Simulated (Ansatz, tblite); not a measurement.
Isomers of Si₆H₃⁺ (singlet), found by a short tight-binding search and relaxed with PBE0-D4/def2-SVP in Ansatz.

The xTB rows come from tblite. LC-ωPBE has ω = 0.4 bohr⁻¹. Correlated methods freeze 30 core orbitals.

Run but left out: HF/def2-TZVPP (A: restricted singlet, unstable towards broken spin symmetry).

A: The restricted singlet is unstable towards broken spin symmetry in Hartree–Fock (as tested in another run); at PBE-D4/def2-TZVP, r2SCAN-D4/def2-TZVP, PBE0-D4/def2-TZVP, r2SCAN0-D4/def2-TZVP and others this wasn't settled. At CCSD(T)/def2-TZVPP T1 of the charge 1 singlet is large (up to 0.023), so the single-reference result is doubtful. At CCSD(T)/def2-TZVPP the restricted singlet (for correlated methods, its reference) is unstable: a solution with broken spin symmetry lies lower. C: At CCSD(T)/def2-TZVPP T1 of the charge 1 singlet is large (up to 0.026), so the single-reference result is doubtful.

Other spin states weren't relaxed.

A:

Cartesian coordinates in Å:
```
Si -0.2322 0.5298 0.9289
Si -2.2310 -0.3031 1.4908
Si -0.0316 0.1710 -1.4080
Si 2.0702 0.0037 -0.5884
Si 1.7087 1.8255 0.7157
Si -1.5141 -1.3705 -0.3716
H -2.4456 -0.9535 2.8165
H -0.5246 0.9643 -2.5638
H 3.2001 -0.8672 -1.0200
```

B:

```
atom   x (Å)   y (Å)   z (Å)
 Si1   0.718   1.704  -0.686
 Si2   1.300  -0.762  -0.350
 Si3  -0.806  -0.163  -1.085
 Si4   1.425   0.623   1.560
 Si5  -0.370  -1.624   1.144
 Si6  -0.880   0.720   1.050
  H7  -1.983   1.500   1.656
  H8   2.355  -1.449  -1.129
  H9  -1.760  -0.549  -2.161
```

C:

```xyz
9

Si   -0.4656    1.0115   -1.3173
Si    1.4283   -1.1623    0.4604
Si   -0.4232    0.2695    0.9089
Si   -0.5226   -1.7297   -0.5939
Si   -2.3332   -0.2595   -0.7439
Si    1.7767    0.8964   -0.5072
H     2.1545   -1.9718    1.4672
H    -0.7025    2.3420   -1.9424
H    -0.9125    0.6040    2.2683
```

Estimate which lies lowest at each level, and how far above it the others are (eV).


```csv
level,A,B,C
GFN1-xTB,0.61,0.47,0.00
GFN2-xTB,0.00,1.17,0.28
PBE-D4/def2-TZVP,1.88,0.00,1.00
r2SCAN-D4/def2-TZVP,1.90,0.00,1.01
PBE0-D4/def2-TZVP,2.06,0.00,1.09
r2SCAN0-D4/def2-TZVP,2.08,0.00,1.10
LC-ωPBE/def2-TZVP,2.40,0.00,1.21
MP2/def2-TZVPP,2.26,0.00,1.36
CCSD/def2-TZVPP,2.00,0.00,1.14
CCSD(T)/def2-TZVPP,1.96,0.00,1.13
```
Point groups (tolerance 0.1 Å): A not assigned, B Cs, C not assigned. Lower isomers may exist.
